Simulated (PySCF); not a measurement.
**Os²⁺: excitation energy**

Os²⁺ [Xe] 4f14 5d6 (5D) → Os²⁺ [Xe] 4f14 5d5 6s1, s spin flipped, as a difference of total energies. All numbers are calculated (PySCF 2.14, the spin-free X2C one-electron Hamiltonian (Gaussian nucleus), in x2c-TZVPPall with one added diffuse shell each of s, p, d, f type (12s8p8d4f1g, 113 functions)). Correlated levels: valence: [Xe] 4f14 frozen. The calculations carry no spin-orbit coupling.

```json
{"method": "UHF", "excitation energy (eV)": "1.909"}
{"method": "LDA", "excitation energy (eV)": "2.015"}
{"method": "PBE", "excitation energy (eV)": "2.181"}
{"method": "PBE0", "excitation energy (eV)": "2.258"}
{"method": "r2SCAN", "excitation energy (eV)": "2.417"}
{"method": "MP2 (valence)", "excitation energy (eV)": "2.028"}
{"method": "SCS-MP2 (valence)", "excitation energy (eV)": "2.023"}
```

Q: How much does correlation contribute at MP2 (valence)?

A: 2.028 − (1.909) = 0.119 eV, measured against UHF.

The upper determinant mixes two multiplicities, so it lies between the two terms.
